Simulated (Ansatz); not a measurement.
Job for Ansatz (a program for electronic structure): R-B3LYP-D3(BJ)/def2-TZVP on BF3 (SMILES FB(F)F).

Ansatz 0.2 input:
```yaml
crystal:
  periodic: [false, false, false]
  atoms:
    - {symbol: B, position_ang: [0.00000000, -0.00000000, 0.00000000]}
    - {symbol: F, position_ang: [1.31000000, -0.00000000, 0.00000000]}
    - {symbol: F, position_ang: [-0.65500000, 1.13450000, 0.00000000]}
    - {symbol: F, position_ang: [-0.65500000, -1.13450000, 0.00000000]}
basis:
  gaussian:
    orbitals: def2-TZVP
hamiltonian:
  xc: b3lyp
  dispersion: d3bj
relax: {f_tol: 0.004, max_steps: 120}
scf: {lower_state_search: off}
```

It printed:

```
WARN ansatz: RAYON_NUM_THREADS=4 ignored (pool sized by the plan → 4); use --threads N
Functional definition: B3LYP
these checks for a lower state are left out or cut short: stability, starts, cluster_reference, orbital_swaps, neighbouring_geometries, increment
integrals: 0.03 GiB planned
637 factors; their error is unknown
mean field: 0.35 GiB planned
mean field evaluation 1: about -8832.8554 eV, gradient 4.9e1 eV
mean field evaluation 2: about -8829.3934 eV, gradient 7.2e1 eV
mean field evaluation 4: about -8835.8887 eV, gradient 4.7e-1 eV
mean field evaluation 8: about -8835.9197 eV, gradient 1.3e-3 eV
mean field evaluation 16: about -8835.9197 eV, gradient 9.3e-7 eV
mean field -8835.91973216 eV, -324.7140609555 hartree, gradient 9.3e-7 eV, S^2 0.000000; 0 other end points of the search recorded, 0 dependent functions left out
the calculation of the forces begins
reference -8835.91991553 eV, -324.7140676940 hartree; 16, 16 occupied and 108, 108 virtual orbitals, 637 factors
relax step   1: F+E_penalty+E_count = -8835.97484301 eV  Δ(F+E_penalty+E_count) = +0.000e0 eV  max|allowed force component| = 3.143e-1 eV/Å  Δτ_max = 0.0000 Å  (14 SCF iters, accepted)
these checks for a lower state are left out or cut short: stability, starts, cluster_reference, orbital_swaps, neighbouring_geometries, increment
integrals: 0.03 GiB planned
637 factors; their error is unknown
mean field: 0.35 GiB planned
mean field -8835.92207105 eV, -324.7141469079 hartree, gradient 5.3e-7 eV, S^2 0.000000; 0 other end points of the search recorded, 0 dependent functions left out
the calculation of the forces begins
reference -8835.92225437 eV, -324.7141536448 hartree; 16, 16 occupied and 108, 108 virtual orbitals, 637 factors
relax step   2: F+E_penalty+E_count = -8835.97715031 eV  Δ(F+E_penalty+E_count) = -2.307e-3 eV  max|allowed force component| = 1.109e-1 eV/Å  Δτ_max = 0.0036 Å  (22 SCF iters, accepted)
these checks for a lower state are left out or cut short: stability, starts, cluster_reference, orbital_swaps, neighbouring_geometries, increment
integrals: 0.03 GiB planned
637 factors; their error is unknown
mean field: 0.35 GiB planned
mean field evaluation 32: about -8835.9224 eV, gradient 5.3e-7 eV
mean field -8835.92242201 eV, -324.7141598056 hartree, gradient 5.3e-7 eV, S^2 0.000000; 0 other end points of the search recorded, 0 dependent functions left out
the calculation of the forces begins
reference -8835.92260531 eV, -324.7141665416 hartree; 16, 16 occupied and 108, 108 virtual orbitals, 637 factors
relax step   3: F+E_penalty+E_count = -8835.97748375 eV  Δ(F+E_penalty+E_count) = -3.334e-4 eV  max|allowed force component| = 1.222e-3 eV/Å  Δτ_max = 0.0020 Å  (22 SCF iters, accepted)
Total energy: -8835.97766704 eV, -324.7161900231 hartree
Atom 0 at    -0.000000    -0.000000     0.000000 Å, force     0.000004     0.000000    -0.000000 eV/Å
Atom 1 at     1.315618     0.000000    -0.000000 Å, force     0.001222     0.000000     0.000000 eV/Å
Atom 2 at    -0.657809     1.139359    -0.000000 Å, force    -0.000613     0.001050     0.000000 eV/Å
Atom 3 at    -0.657809    -1.139359    -0.000000 Å, force    -0.000613    -0.001050     0.000000 eV/Å
Dipole moment:    -0.000001     0.000000    -0.000000 e Å
Checks for a lower state left out: stability, starts, cluster_reference, orbital_swaps, neighbouring_geometries, increment
```

The calculation finished and met its thresholds.

Cost: about 5 core-seconds (a rough figure).
